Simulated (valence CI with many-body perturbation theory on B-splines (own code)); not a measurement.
**Questions on Co12+**

Level of theory: configuration interaction combined with many-body perturbation theory (CI+MBPT): five valence electrons over a frozen Dirac-Fock core [Ne], radial functions for each j: 9 s, 9 p, 8 d, 6 f, 3 g, 1 h, with the one-electron correlation potential Σ1, the two-electron term Σ2, the three-electron term Σ3, Breit, model QED; selected CI, second order for the rest, scaled by the run's own slope (own B-spline code, finite nucleus).

No measured levels were compared; by estimate levels of excited configurations hold to 0.05 to 0.15 % of their energy, terms of the ground configuration to about 0.5 %. Among the levels kept, up to 630 cm⁻¹ of a level comes from second order outside the variational space, and about a tenth of that is noise between levels of different J, which matters for small intervals.

Rates and lifetimes use the calculated energies. Strong lines usually hold to 10 to 20 %, long lifetimes can be off by a factor of two.

Question: What is the ground level?

Answer: 3s2 3p3 4S°_3/2, composition 93 % 3s2 3p3 4S° + 3 % 3s2 3p3 2P° + 2 % 3s 3p3 3d 4S°, g = 1.974.

Question: Name the longest-lived excited levels whose lifetime is computed, and their main decay.

Answer: 3s2 3p3 2D°_5/2 at 49956 cm⁻¹ lives 147 ms, mostly by M1 to 3s2 3p3 4S°_3/2; 3s2 3p3 2D°_3/2 at 43925 cm⁻¹ lives 9.76 ms, mostly by M1 to 3s2 3p3 4S°_3/2; 3s2 3p3 2P°_1/2 at 79831 cm⁻¹ lives 2.37 ms, mostly by M1 to 3s2 3p3 4S°_3/2. The lifetime of 3s2 3p2 3d 4F_9/2 is too uncertain to give, and may be longer. The lifetime of 3s2 3p2 3d 2G_9/2 is too uncertain to give, and may be longer.

Question: Among levels below 703320 cm⁻¹, which E1 lines absorb most strongly from the ground level?

Answer: to 3s2 3p2 3d 4P_5/2 at 18.24 nm, f = 0.666; to 3s2 3p2 3d 4P_3/2 at 18.08 nm, f = 0.444; to 3s2 3p2 3d 4P_1/2 at 17.95 nm, f = 0.198.

Question: How well does LS coupling describe the low levels?

Answer: Among the lowest 20 levels the leading LS term, summed over configurations, holds 89 % on average. For single configurations the figures are 79 % in LS and 59 % in jj coupling. Terms mix most in the J = 7/2 level at 479190 cm⁻¹, where the leading one holds 53 %.

Question: Where does the other parity begin?

Answer: At 3s 3p4 4P_5/2, 295130 cm⁻¹.

Question: What is the ionisation energy?

Answer: 374.59 eV; NIST lists 378.5 ± 0.7 eV (semi-empirical).

Question: What are the static dipole polarisabilities of the lowest levels?

Answer: 3s2 3p3 4S°_3/2 0.309; 3s2 3p3 2D°_3/2 0.304 (tensor 0.021); 3s2 3p3 2D°_5/2 0.306; 3s2 3p3 2P°_1/2 0.300 bohr³, of which the core gives 0.00468.
